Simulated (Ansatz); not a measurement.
```xyz
9

N    -0.789    2.256    0.226
C    -0.425    1.174    0.671
C    -0.204   -0.020    1.173
O    -0.107   -1.159    0.443
Al    0.404   -1.545   -1.131
H    -0.026    2.873   -0.060
H    -0.088   -0.125    2.247
H     1.020   -0.401   -2.032
H     0.216   -3.054   -1.537
```

The species carries charge 0 and has multiplicity 1.

Problem. List the ωB97M-V/def2-TZVPP orbital energies in eV (Ansatz 0.2.0). (Best estimate.)

Solution. Ansatz gave: Occupied: -1532.36, -526.33, -395.26, -283.09, -283.07, -116.97, -76.64, -76.47, -76.42, -31.38, -28.81, -23.30, -18.67, -17.45, -16.34, -14.31, -13.53, -12.86, -12.23, -11.87, -10.85, -8.31. Lowest empty: 0.35, 1.33, 2.37, 2.48, 2.80, 3.33, 3.93, 4.39.
